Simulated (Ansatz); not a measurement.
Consider the ligand exchange at the Si–C bond: `[SiH3]C#CC=S` + `N[AsH2]` → `[SiH3]N[AsH2]` + `C#CC=S`.

Gas-phase electronic energies from Ansatz, PBE0-D4/def2-TZVP geometries. CBS: MP2 limit from def2 TZ/QZ plus the TZ coupled-cluster correction, frozen cores. Functionals use def2-TZVPP. B3LYP here is the variant with VWN-RPA as its local correlation; programs differ in this. For As outer-core shells are correlated without core-valence functions, which leaves a few kJ/mol of doubt a bond. Scalar relativity is left out up to krypton.

`[SiH3]C#CC=S`:

```xyz
9

Si    0.038   -1.594   -1.234
C     0.000   -0.183   -0.077
C    -0.023    0.774    0.670
C    -0.051    1.866    1.554
S     0.006    3.418    1.097
H    -1.094   -1.459   -2.181
H     1.325   -1.566   -1.968
H    -0.085   -2.860   -0.473
H    -0.116    1.603    2.612
```

`N[AsH2]`:

```xyz
6

N    -0.298    0.832   -0.368
As   -0.406   -0.671    0.712
H     0.555    0.908   -0.904
H    -1.086    0.871   -0.999
H     0.755   -0.283    1.619
H     0.481   -1.658   -0.060
```

`[SiH3]N[AsH2]`:

Z-matrix (Å, degrees):
```
Si
N 1 1.720
H 1 1.487 2 108.3
H 1 1.491 2 112.7 3 120.6
H 1 1.487 2 109.5 3 -120.2
As 2 1.845 1 125.8 3 177.4
H 2 1.006 1 119.8 3 -18.8
H 6 1.528 2 96.8 1 -52.1
H 6 1.533 2 98.4 1 39.9
```

`C#CC=S`:

```xyz
6

C    -0.557    0.118    1.454
C    -0.101    0.033    0.342
C     0.462   -0.059   -0.945
S    -0.366   -0.398   -2.292
H    -0.977    0.189    2.430
H     1.539    0.118   -0.989
```

CCSD(T)/CBS gives -3.9 kcal/mol.

Another level gave -2.2 kcal/mol. Which?
A. PBE/def2-TZVPP
B. MP2/def2-TZVPP
C. B3LYP/def2-TZVPP
D. BHLYP-D4/def2-TZVPP

C. B3LYP -2.2, MP2/def2-TZVPP -3.6, PBE -0.7, BHLYP-D4 -4.6 kcal/mol.

Largest T1 diagnostic among the species: 0.016.

From r2SCAN to r2SCAN0 (25 % exact exchange), in def2-TZVPP and without D4, ΔE moves by −0.9 kcal/mol. The D4 term adds −1.2 kcal/mol with B3LYP and −0.6 kcal/mol with PBE0; it sums over pairs of atoms, weighted by their polarisabilities, and B3LYP, whose exchange is more repulsive, gets the larger term. Leaving LDA and LC-ωPBE aside and taking each functional with its dispersion term where it has one, the values, not all of them listed here, spread over 3.2 kcal/mol, from BHLYP-D4 to PBE-D4. LDA lies −2.0 kcal/mol from PBE without D4.
